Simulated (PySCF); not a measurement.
All values below come from PBE-D3(BJ)/def2-TZVP // PBE0-D4/def2-TZVP (PySCF). All species are isolated molecules in the gas phase. 

Reference species (SMILES): `[CH3][Ga][Cl]` (neutral, multiplicity 2).

```yaml
dipole_moment: 2.49 D
```

Changed species: `[Cl][Ga][Cl]` (radical fragment; the reference has radical fragment).

Q: What does the change do to the dipole moment?

A: the dipole moment drops by 0.94 D, to 1.55 D.
